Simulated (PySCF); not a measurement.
NMR data simulated for an unnamed compound:

¹H NMR (400 MHz, computed): δ 8.36 (dd, J = 9.8, 5.1 Hz, 2H), 7.18 (dd, J = 9.8, 8.7 Hz, 2H), 4.12 (q, J = 8.2 Hz, 2H), 1.46 (t, J = 8.2 Hz, 3H).

¹³C{¹H} NMR (computed): δ 173.6 (C, d, J = 323.2 Hz), 168.3 (C), 138.8 (CH, d, J = 7.0 Hz), 129.3 (C), 120.0 (CH, d, J = 19.5 Hz), 61.7 (CH2), 15.3 (CH3).

[PySCF 2.14: B3LYP/pcJ-1 coupling constants (spin–dipole term only in couplings to heteroatoms); NMR shieldings at PBE0/pcSseg-1/GIAO; coordinates at the PBE0-D3(BJ)/def2-SVP level; gas phase; relativity neglected; single conformer; rapidly exchanging positions averaged]

References, each an isolated molecule treated in the same way: ¹H, ¹³C vs TMS.

Problem. Which of these does the molecule contain: a heteroaromatic ring, a benzene ring, a Si–H bond, an OH group, a CH3CH2 unit, an ester?

Solution. 
- A heteroaromatic ring: no.
- A benzene ring: yes.
- A Si–H bond: no.
- An OH group: no.
- A CH3CH2 unit: yes (δC 15.3, 61.7; δH 1.46 (t), 4.12 (q)).
- An ester: yes (δC 168.3).

The data belong to `CCOC(=O)c1ccc(F)cc1`, C9H9FO2; they needn't prove each group on their own.

Carbon signals by region: 2 in the far downfield region (above 160 ppm), 3 in the sp2 and nitrile region (100–160 ppm), 1 at 50–100 ppm, 1 below 50 ppm. Above 160 ppm: 173.6, aromatic carbon bearing fluorine, 168.3, ester carbonyl carbon.

C–F couplings over four or more bonds (about 3 Hz to the para carbon of a fluoroarene) are left out. Common functionals overestimate the size of one-bond C–F couplings by tens of Hz; these are unscaled. Splittings below 1 Hz are ignored in the labels, and close J values are merged. Couplings among chemically equivalent protons are left out too, so labels in AA′BB′ or AA′XX′ sets are apparent multiplicities. Unscaled 3J(H,H) at this level run about 10 % above measured values. Shifts are as computed. Against solution values, carbons near 30 ppm lie about +2 ppm off and those near 130 ppm about +5 ppm (rms about the fit 1.9 ppm; single classes can miss by 10 ppm). Of 1328 compounds with measured shifts, 309 miss one by over three times the rms of a fit or turn the order of signals round; such compounds aren't used in these exercises. Signals without a measured value on file couldn't be tested in this way; 1H shifts scatter by 0.2 ppm about their fit, and single ones miss by 0.5 ppm.
